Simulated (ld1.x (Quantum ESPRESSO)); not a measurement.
## Building the RRKJ potential for Ta (BLYP, scalar-relativistic).

```json
{"Element": "Ta", "Generator": "ld1.x (Quantum ESPRESSO) 7.5", "Type": "norm-conserving RRKJ (Kleinman–Bylander form)", "Functional": "BLYP", "Relativity": "scalar-relativistic", "Frozen core": "[Kr] 4d10", "Valence charge": "27", "Reference configuration": "4f13 5s2 5p6 5d4 6s2 6p0", "Partial waves": "5s (bound): rc 1.60 bohr; 5p (bound): rc 1.55 bohr; 5d (bound): rc 2.40 bohr; 4f (bound): rc 1.00 bohr", "Local potential": "the f channel", "Core correction": "Bessel-smoothed model core, default radius (core density twice the valence density)"}
```

Occupied shells without a wave of their own: 6s. They enter only through the test configuration that unscreens the potential, and ld1.x also counts them in the model core charge.

All-electron outer shells of the reference configuration (BLYP, scalar-relativistic, ld1.x):

```json
{"shell": "4p", "level (eV)": "-410.28", "outermost node (bohr)": "0.24", "outermost maximum (bohr)": "0.45"}
{"shell": "4d", "level (eV)": "-231.23", "outermost node (bohr)": "0.22", "outermost maximum (bohr)": "0.46"}
{"shell": "5s", "level (eV)": "-76.84", "outermost node (bohr)": "0.54", "outermost maximum (bohr)": "0.97"}
{"shell": "5p", "level (eV)": "-42.20", "outermost node (bohr)": "0.58", "outermost maximum (bohr)": "1.10"}
{"shell": "4f", "level (eV)": "-32.87", "outermost node (bohr)": "–", "outermost maximum (bohr)": "0.44"}
{"shell": "6s", "level (eV)": "-5.48", "outermost node (bohr)": "1.30", "outermost maximum (bohr)": "2.68"}
{"shell": "5d", "level (eV)": "-4.45", "outermost node (bohr)": "0.64", "outermost maximum (bohr)": "1.51"}
{"shell": "6p", "level (eV)": "-1.29", "outermost node (bohr)": "1.56", "outermost maximum (bohr)": "3.85"}
```

Question: Is a potential produced?

Answer: No. ld1.x (Quantum ESPRESSO) 7.5 stopped with "run_pseudo: Errors in PS-KS equation": the pseudo-atom solver did not find the valence states with the expected number of nodes, which is the usual sign of a ghost state. Before that it printed "Warning: n=2, l=0 expected 1 nodes, found 2".
